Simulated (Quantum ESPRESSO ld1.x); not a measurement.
Charge is removed step by step from the 2p level of the sulfur ion S+, starting from [Ne] 3s2 3p3. All-electron calculation, scalar-relativistic Kohn-Sham, PBE, spin-unpolarised, spherical densities, point nucleus. Program: ld1.x of Quantum ESPRESSO 7.5.

\begin{tabular}{lrrr}
removed (e) & E - E(0) (eV) & eigenvalue (eV) & E minus straight line (eV) \\ \hline
0 & 0.000 & -168.27 & 0.000 \\
0.1 & 17.006 & -171.92 & -1.696 \\
0.2 & 34.379 & -175.60 & -3.026 \\
0.3 & 52.122 & -179.33 & -3.985 \\
0.4 & 70.239 & -183.09 & -4.570 \\
0.5 & 88.735 & -186.89 & -4.776 \\
0.6 & 107.61 & -190.73 & -4.600 \\
0.7 & 126.88 & -194.61 & -4.038 \\
0.8 & 146.53 & -198.53 & -3.087 \\
0.9 & 166.58 & -202.48 & -1.742 \\
1 & 187.02 & -206.47 & 0.000 \\
\end{tabular}

Removing the whole electron costs 187.02 eV by Delta-SCF, against 168.27 eV from minus the eigenvalue at the starting occupation. Slater's transition state (half an electron removed) gives 186.89 eV. Integrating minus the eigenvalue over the occupation (Janak's theorem) gives 187.05 eV. In this scalar-relativistic scheme the density is built from large components alone, so the theorem holds only approximately. The mean slope of the eigenvalue, de/dn, is 38.2 eV per electron.
